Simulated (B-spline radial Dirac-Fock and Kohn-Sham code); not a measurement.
# Compton profile of Bi⁵²⁺

System: Bi⁵²⁺, [Ar] 3d10 4s2 4p1.

Input of the calculation (task.json; shells as n, l, electrons):

```json
{"items": [{
  "Z": 83,
  "q": 52,
  "cfg": [[1, 0, 2], [2, 0, 2], [2, 1, 6], [3, 0, 2], [3, 1, 6], [3, 2, 10], [4, 0, 2], [4, 1, 1]],
  "A": 209,
  "rrms": 5.5211,
  "do": ["scatter"],
  "s": [0.0, 0.05, 0.1, 0.15, 0.2, 0.25, 0.3, 0.35, 0.4, 0.45, 0.5, 0.6, 0.7, 0.8, 0.9, 1.0, 1.1, 1.2, 1.4, 1.6, 1.8, 2.0, 2.5, 3.0, 3.5, 4.0, 5.0, 6.0],
  "pz": [0, 0.1, 0.14, 0.19, 0.27, 0.38, 0.52, 0.73, 1.0, 1.4, 2.0, 2.8, 3.8, 5.3, 7.4, 10.0, 14.0, 20.0, 28.0, 39.0, 54.0],
  "hv_scatter": [1000, 2000, 8047.8, 10000, 17479.3, 30000, 50000, 200000]
}]}
```

Run with: `python xray_run.py task.json out`

Calculated with a radial B-spline solver, using the impulse approximation on relativistic Hartree-Fock (Dirac-Fock) wave functions, averaged over the configuration. pz is in atomic units of momentum; subshell profiles are per electron, for a selection of subshells; open shells are spread over both j values by their weights.

```
  pz  J total   J 2s1/2   J 3s1/2   J 3d3/2   J 4p3/2
   0    1.121    0.0308    0.0655    0.0269    0.0744
0.38    1.118    0.0308    0.0653    0.0269    0.0744
0.52    1.116    0.0308    0.0651    0.0269    0.0744
0.73    1.111    0.0308    0.0647    0.0269    0.0744
   1    1.102    0.0307    0.0641    0.0269    0.0743
 1.4    1.085    0.0306    0.0628    0.0269    0.0740
   2    1.051    0.0303    0.0602    0.0269    0.0727
 2.8   0.9965    0.0299    0.0556    0.0269    0.0688
 3.8   0.9231    0.0291    0.0484    0.0269    0.0594
 5.3   0.8233    0.0276    0.0366    0.0268    0.0393
 7.4   0.7141    0.0249    0.0217    0.0262    0.0161
  10   0.5907    0.0209    0.0103    0.0243   0.00813
  14   0.4060    0.0146   0.00545    0.0187   0.00681
  20   0.2244   0.00716   0.00491   0.00948   0.00160
  28   0.1106   0.00228   0.00210   0.00295  0.000580
  39  0.04833  0.000815  0.000347  0.000560  0.000429
  54  0.01999  0.000742  0.000170  7.24e-05  0.000144
```

J(0) = 1.121. The 4s1/2 subshell gives the largest part, 20 %.

Mean momentum ⟨p⟩ by subshell (a.u.): 1s1/2 92.5, 2s1/2 33.1, 2p1/2 43.2, 2p3/2 36.7, 3s1/2 17.0, 3p1/2 20.2, 3p3/2 18.3, 3d3/2 21.9, 3d5/2 21.3, 4s1/2 10.7, 4p1/2 12.0, 4p3/2 11.3.
